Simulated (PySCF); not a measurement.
Computed shifts of a molecule C₅H₈, HF/pcSseg-1 in PySCF, GIAO, gas phase, equivalent atoms averaged, in ppm (number of nuclei): ¹³C: 153.9 (1), 120.9 (1), 13.0 (1), 6.8 (2). ¹H: 5.72 (1), 5.46 (1), 5.45 (1), 1.35 (1), 0.97 (2), 0.55 (2). References: ¹³C against TMS (σ = 192.6 ppm); ¹H against TMS (σ = 31.99 ppm), references at their B3LYP-D3(BJ)/def2-TZVP geometries, non-relativistic. Geometry: B3LYP-D3(BJ)/def2-SVP. The values are those of a single conformer.

Problem. Which structure fits?
A) C=C1CCC1
B) C=CCC=C
C) C=CC1CC1
D) C[C@@H]1C=CC1

Solution. C, C=CC1CC1
